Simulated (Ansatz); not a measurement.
Problem. Name a neutral molecule of C, Cl, Ga, Se and H with LUMO energy (ωB97M-V/def2-TZVPP) between 0.10 and 0.40 eV and HOMO–LUMO gap (B3LYP/def2-TZVPP) between 5.35 and 5.65 eV (Ansatz, PBE0-D4/def2-TZVP geometry).

Solution. `C[Se][Ga]([Cl])[Cl]` (0.40 eV, 5.38 eV). Other molecules can fit too; these were computed, each in one conformer that needn't be the lowest.

B3LYP here is the variant with VWN-RPA as its local correlation; programs differ in this.
